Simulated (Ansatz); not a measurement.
Consider the ligand exchange at the Al–C bond: `C[CH2][Al]([F])[F]` + CH₃SH → `C[S][Al]([F])[F]` + ethane.

Isolated molecules relaxed with PBE0-D4/def2-TZVP in Ansatz; ΔE leaves out vibrations. CCSD(T)/CBS adds triple-zeta CCSD(T) − MP2 to the extrapolated MP2 energy (def2 sets, frozen cores). This one scheme is used for every species. Functionals use def2-TZVPP. B3LYP here is the variant with VWN-RPA as its local correlation; programs differ in this. HSE06 is defined as in plane-wave codes. One conformer a species, not always the lowest.

```tsv
level	ΔE (kJ/mol)	difference from CCSD(T)/CBS
LDA (SPW92)	-102.6	7.0
PBE-D4	-106.2	3.4
revPBE-D4	-107.3	2.3
BLYP-D4	-105.8	3.8
PBE0-D4	-108.9	0.7
B3LYP-D4	-108.0	1.6
r2SCANh-D4	-112.8	-3.2
r2SCAN0-D4	-113.0	-3.4
HSE06-D4	-109.0	0.6
CAM-B3LYP-D4	-106.0	3.6
ωB97X-V	-106.8	2.8
ωB97M-V	-105.0	4.6
B2PLYP	-108.6	1.0
PBE-QIDH	-111.0	-1.4
PBE	-105.2	4.4
revPBE	-105.3	4.3
BLYP	-103.7	5.9
r2SCAN	-112.6	-3.0
PBE0	-108.0	1.6
B3LYP	-106.3	3.3
r2SCANh	-112.7	-3.1
r2SCAN0	-112.8	-3.2
HSE06	-108.1	1.5
BHLYP	-110.0	-0.4
CAM-B3LYP	-105.0	4.6
LC-ωPBE	-105.4	4.2
RPA@PBE/def2-TZVPP	-103.5	6.1
HF/def2-SVP	-113.3	-3.7
MP2/def2-SVP	-110.7	-1.1
CCSD(T)/def2-SVP	-108.0	1.6
HF/def2-TZVPP	-114.9	-5.3
MP2/def2-TZVPP	-110.6	-1.0
SCS-MP2/def2-TZVPP	-109.4	0.2
CCSD/def2-TZVPP	-107.2	2.4
CCSD(T)/def2-TZVPP	-107.5	2.1
HF/def2-QZVPP	-114.5	-4.9
MP2/def2-QZVPP	-111.7	-2.1
HF/CBS(def2)	-114.4	-4.8
MP2/CBS(def2)	-112.7	-3.1
CCSD/CBS(def2)	-109.3	0.3
CCSD(T)/CBS	-109.6	0
```

Question: What do rigid-rotor, harmonic-oscillator terms from PBE0-D4/def2-TZVP frequencies (298.15 K, 1 bar) make of the CCSD(T)/CBS value? (Best estimate.)

Answer: The calculation gave: ΔZPE = +8.8 kJ/mol, ΔH = -100.7 kJ/mol, ΔS = -18 J/(mol·K), ΔG = -95.4 kJ/mol. Modes under 50 cm⁻¹ make the entropy rough.

Largest T1 diagnostic among the species: 0.012.

In def2-TZVPP, CCSD(T) changes the Hartree–Fock value by +7.4 kJ/mol (the triples alone add −0.3 kJ/mol) and MP2 by +4.3 kJ/mol. Leaving LDA and LC-ωPBE aside and taking each functional with its dispersion term where it has one, the values, not all of them listed here, spread over 8.4 kJ/mol, from B97M-V to ωB97M-V.
